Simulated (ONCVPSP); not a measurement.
barium: excitation energies, all-electron against ONCV

* Element: barium (Ba)
* Generator: ONCVPSP 4.0.1
* Type: optimised norm-conserving Vanderbilt (ONCV)
* Functional: PBE
* Relativity: scalar-relativistic
* Frozen core: [Kr] 4d10
* Valence charge: 10
* Reference configuration: 5s2 5p6 6s1.75 (charge +0.25)
* Partial waves: 5s+6s: rc 2.85 bohr, ncon 4, nbas 7, qcut 4 1/bohr, 2 projectors; 5p: rc 1.85 bohr, ncon 4, nbas 7, qcut 3.9 1/bohr, 2 projectors, debl 3.8 Ha; d scattering state at 0.03 Ha: rc 2.20 bohr, ncon 4, nbas 7, qcut 5.1 1/bohr, 1 projector
* Local potential: polynomial inside 1.50 bohr (lpopt 5, dvloc0 0 Ha)
* Core correction: none

In the d channel the program set the typed energies aside and used 0.050 Ha.

Energies are relative to the spin-unpolarised reference configuration 5s2 5p6 6s1.75; without spin polarisation the order of configurations can differ from experiment.

```json
{"valence configuration": "5s2 5p6 6s1", "charge": "+1", "ΔE all-electron (eV)": "4.426", "error AE − PS (meV)": "-0.5"}
{"valence configuration": "5s2 5p6 6s0", "charge": "+2", "ΔE all-electron (eV)": "14.407", "error AE − PS (meV)": "-3.2"}
{"valence configuration": "5s1 5p6 6s2", "charge": "+1", "ΔE all-electron (eV)": "37.863", "error AE − PS (meV)": "-119"}
```

Task: What are ΔE and the potential's error for 5s2 5p6 6s2?

Result: ΔE = -0.936 eV all-electron; the error (AE − PS) is +0.1 meV.

Levels in the configuration 5s2 5p6 6s0:

```csv
level,all-electron (eV),pseudo (eV)
5s,-45.982,-46.015
5p,-30.907,-30.910
```

Note: no bound ghost flagged; GHOST(+) flagged for s at 5.2 eV, p at 166.9 eV.
